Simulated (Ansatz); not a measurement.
A nudged elastic band was laid between two geometries of BrH + CH6Si (10 atoms, charge 0, multiplicity 1).

The calculation used Ansatz 0.2.0, RKS PBE0-D4/def2-SVP.

* movable images: 5
* climbing image: yes
* spring: 0.5 eV/Å²
* optimiser: quadratic models (default)
* start path: through a guess of the saddle point
* force threshold: 0.05 eV/Å
* iteration limit: 60
* end points: relaxed

First end point:

```xyz
10
Properties=species:S:1:pos:R:3
Si -0.965 0.491 0.130
C -0.139 -1.135 0.577
H -1.325 0.539 -1.320
H -2.210 0.697 0.934
H -0.049 1.645 0.415
H 2.104 1.506 -0.828
Br 2.492 0.673 -1.914
H -0.811 -1.981 0.367
H 0.783 -1.274 -0.007
H 0.119 -1.161 1.647
```

Last end point:

```xyz
10
Properties=species:S:1:pos:R:3
Si -0.902 1.827 -0.679
C 0.756 -1.811 0.748
H -1.929 1.864 -1.756
H -1.134 0.666 0.222
H -0.918 3.099 0.094
H 1.186 -1.060 0.071
Br 1.104 1.600 -1.624
H -0.170 -2.209 0.312
H 1.474 -2.630 0.892
H 0.533 -1.346 1.718
```

What changes between the two ends?

Bonds broken: Si1–C2, H6–Br7. Bonds formed: Si1–Br7, C2–H6. BrH + CH6Si becomes BrH3Si + CH4.

Give the energies along the band, and the barrier.

The forces met the threshold. The highest image is number 3 of 0 to 6, 1.69 eV above the first end and 2.59 eV above the last; the last end lies 0.90 eV below the first. Neighbouring images differ by up to 1.3 eV, so the band resolves the path poorly. Another band between the same ends (5 images) ends at a top of the same energy, where a vibrational analysis finds 1 clearly imaginary mode. The orbitals stay closed-shell, which can raise the energy where a bond breaks towards radicals; this wasn't checked here.

| image | path coordinate (Å) | energy (eV) | Si1–C2 (Å) | H6–Br7 (Å) | Si1–Br7 (Å) |
| --- | --- | --- | --- | --- | --- |
| 0 | 0.00 | 0.00 | 1.88 | 1.42 | 4.02 |
| 1 | 1.05 | 0.06 | 1.88 | 1.42 | 3.95 |
| 2 | 2.10 | 0.37 | 1.91 | 1.45 | 3.32 |
| 3 | 3.15 | 1.69 | 2.17 | 1.95 | 2.75 |
| 4 | 4.29 | 0.34 | 2.86 | 2.25 | 2.33 |
| 5 | 5.44 | -0.75 | 3.53 | 2.58 | 2.24 |
| 6 | 6.58 | -0.90 | 4.24 | 3.16 | 2.23 |

What is the geometry of the highest image?


```xyz
10
Properties=species:S:1:pos:R:3
Si -0.630 0.866 -0.158
C 0.269 -1.011 0.443
H -1.195 0.875 -1.526
H -1.769 0.423 0.725
H -0.067 2.056 0.519
H 0.815 -0.221 -0.336
Br 1.744 0.993 -1.549
H -0.575 -1.620 0.096
H 1.196 -1.587 0.274
H 0.213 -0.773 1.512
```

Time of the run: 110 s on 2 threads of Arm Neoverse V1, with other jobs on the host, peak memory 0.22 GiB.
